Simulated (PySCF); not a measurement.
# How methods differ on the excitation energy of Be

Be [He] 2s2 (1S) → Be [He] 2s1 2p1 (3P), as a difference of total energies. Calculation: PySCF 2.14, in dyall-av2z; the non-relativistic Hamiltonian (point nucleus). Correlated levels: valence: 1s2 frozen; virtual orbitals above 40 to 60 times the deepest correlated orbital energy dropped. The calculations carry no spin-orbit coupling.

```json
{"method": "UHF", "excitation energy (cm⁻¹)": "13041", "error (cm⁻¹)": "-8939"}
{"method": "LDA", "excitation energy (cm⁻¹)": "19356", "error (cm⁻¹)": "-2624"}
{"method": "PBE", "excitation energy (cm⁻¹)": "18576", "error (cm⁻¹)": "-3404"}
{"method": "PBE0", "excitation energy (cm⁻¹)": "18418", "error (cm⁻¹)": "-3562"}
{"method": "r2SCAN", "excitation energy (cm⁻¹)": "17162", "error (cm⁻¹)": "-4818"}
{"method": "B97-3", "excitation energy (cm⁻¹)": "19606", "error (cm⁻¹)": "-2374"}
{"method": "wB97X-V", "excitation energy (cm⁻¹)": "19824", "error (cm⁻¹)": "-2156"}
{"method": "BHandHLYP", "excitation energy (cm⁻¹)": "19889", "error (cm⁻¹)": "-2091"}
{"method": "MN15", "excitation energy (cm⁻¹)": "23388", "error (cm⁻¹)": "+1407"}
{"method": "MP2 (valence)", "excitation energy (cm⁻¹)": "18547", "error (cm⁻¹)": "-3433"}
{"method": "SCS-MP2 (valence)", "excitation energy (cm⁻¹)": "20129", "error (cm⁻¹)": "-1851"}
```

Reference: 21980 cm⁻¹ (measured; NIST levels, between the centres of gravity of the two terms).

Errors of the correlated levels include the incompleteness of this basis and the frozen core.
